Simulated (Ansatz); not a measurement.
H₇Si₃, SMILES [SiH2][SiH2][SiH3], multiplicity 2.

Geometry optimised at ωB97X-D3(BJ)/def2-SVP. The isomer is the one that the SMILES or the coordinates give; other isomers of the formula were not compared.

Two levels are set side by side: PBE/def2-SVPD (Ansatz, a quantum-chemistry and plane-wave program) and CAM-B3LYP/def2-SVPD (Ansatz). Energy differences of separate SCF runs at the same geometry; the states with an electron removed or added have multiplicity 1 and 1. Differences are taken from unrounded values.

```tsv
quantity	CAM-B3LYP
vertical ionisation energy (eV)	8.24
vertical electron affinity (eV)	1.09
```

Question: What does PBE give, and how far is it from CAM-B3LYP? (The exact figures need the calculation; the answer reports its results.)

Answer: 
```csv
quantity,PBE,PBE minus CAM-B3LYP
vertical ionisation energy (eV),8.17,-0.07
vertical electron affinity (eV),1.16,0.07
```
